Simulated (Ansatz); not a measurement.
A structure relaxed at r2SCAN-D4/def2-SVP in Ansatz, charge 0, singlet:

```xyz
5

Si   -1.4602   -0.5779   -0.3977
Si    1.4598    0.5801    0.3971
N     2.8827    1.1322    0.7873
N    -0.0483   -0.0110   -0.0148
O    -2.8339   -1.1234   -0.7719
```

(1) Give its formula and point group.

(2) Summarise the bond lengths by kind (pairs closer than 1.2 times the sum of covalent radii, bridged metal pairs left out).

Answers

(1) Si₂N₂O. Point group C∞v (tolerance 0.1 Å).

(2) 3 × N–Si 1.57 to 1.67 Å; 1 × O–Si 1.52 Å.

The restricted singlet is unstable towards broken spin symmetry in Hartree–Fock (as tested in another run); at r2SCAN-D4/def2-SVP this wasn't settled. Another isomer (singlet) lies 2.68 eV lower at PBE0-D4/def2-TZVP; other spin states weren't run for this one.
